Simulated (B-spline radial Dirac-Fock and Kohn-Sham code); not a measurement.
## Isotope-shift constants of the inner levels of Rb⁺

System: Rb⁺ in the configuration [Ar] 3d10 4s2 4p6.

The run's input, task.json:

```json
{"items": [{
  "Z": 37,
  "q": 1,
  "cfg": [[1, 0, 2], [2, 0, 2], [2, 1, 6], [3, 0, 2], [3, 1, 6], [3, 2, 10], [4, 0, 2], [4, 1, 6]],
  "A": 85,
  "rrms": 4.2036,
  "do": "isoshift",
  "isotopes": [[76, 75.935073031, 4.2273], [77, 76.930401599, 4.2356], [78, 77.928141866, 4.2385], [79, 78.923990095, 4.2284], [80, 79.922516442, 4.2271], [81, 80.9189939, 4.2213], [82, 81.918209023, 4.216], [83, 82.915114181, 4.2058], [84, 83.914375223, 4.1999], [85, 84.91178973604, 4.2036], [86, 85.911167443, 4.2025], [87, 86.909180529, 4.1989], [88, 87.91131559, 4.217], [89, 88.912278136, 4.2391], [90, 89.914797557, 4.2554], [91, 90.916537261, 4.2723], [92, 91.919728477, 4.2903], [93, 92.922039334, 4.3048], [94, 93.926394819, 4.3184], [95, 94.929263849, 4.3391], [96, 95.934133398, 4.3501], [97, 96.937177117, 4.4231], [98, 97.941632317, 4.4336]]
}]}
```

Run with: `python xray2_run.py task.json out`

Model: first-order field-shift and mass-shift constants from Dirac-Fock ground and hole states with a Fermi nucleus; the mass shift has no relativistic recoil terms. Program: an atomic code on a B-spline grid. A binding energy shifts by δE = F·δ⟨r²⟩ + (K_N + K_S)·δ(1/M); F is taken for a change of radius at fixed skin thickness and so holds the higher radial moments.

| level | F (meV/fm²) | K_N (meV u) | K_S (meV u) |
| --- | --- | --- | --- |
| K (1s) | -17.41 | -8365 | 3598 |
| L1 (2s) | -1.816 | -1145 | -200.7 |
| L2 (2p1/2) | 0.1232 | -1032 | 1255 |
| L3 (2p3/2) | 0.1390 | -998.6 | 1170 |
| M1 (3s) | -0.2981 | -185.9 | -97.65 |
| M2 (3p1/2) | 0.02688 | -144.9 | 139.4 |
| M3 (3p3/2) | 0.02971 | -139.7 | 118.1 |
| M4 (3d3/2) | 0.02357 | -67.98 | 112.6 |
| M5 (3d5/2) | 0.02330 | -67.14 | 110.6 |

Line shifts in meV from A = 85 (mass 84.9118 u, rms radius 4.2036 fm); radii from Angeli and Marinova (2013).

| A | mass (u) | radius (fm) | Kα1 | Kα2 | Kβ1 | Lα1 |
| --- | --- | --- | --- | --- | --- | --- |
| 76 | 75.9351 | 4.2273 | -10.38 | -10.45 | -10.09 | +0.20 |
| 78 | 77.9281 | 4.2385 | -10.38 | -10.43 | -10.15 | +0.17 |
| 81 | 80.9190 | 4.2213 | -5.49 | -5.51 | -5.36 | +0.09 |
| 82 | 81.9182 | 4.216 | -3.96 | -3.98 | -3.86 | +0.07 |
| 83 | 82.9151 | 4.2058 | ? | ? | ? | ? |
| 84 | 83.9144 | 4.1999 | -0.15 | -0.15 | -0.12 | +0.01 |
| 86 | 85.9112 | 4.2025 | +0.84 | +0.85 | +0.81 | -0.02 |
| 88 | 87.9113 | 4.217 | 0.00 | +0.03 | -0.06 | -0.04 |
| 92 | 91.9197 | 4.2903 | -8.49 | -8.43 | -8.58 | -0.03 |
| 97 | 96.9372 | 4.4231 | -26.01 | -25.90 | -26.08 | +0.03 |

Question: What are the shifts for A = 83?

Answer: Kα1 -1.73 meV (field -0.32, mass -1.40); Kα2 -1.74 meV (field -0.32, mass -1.42); Kβ1 -1.67 meV (field -0.32, mass -1.35); Lα1 +0.04 meV (field 0.00, mass +0.04).

Values without a named source are computed, but for edge energies of neutral atoms, which are taken from tables.
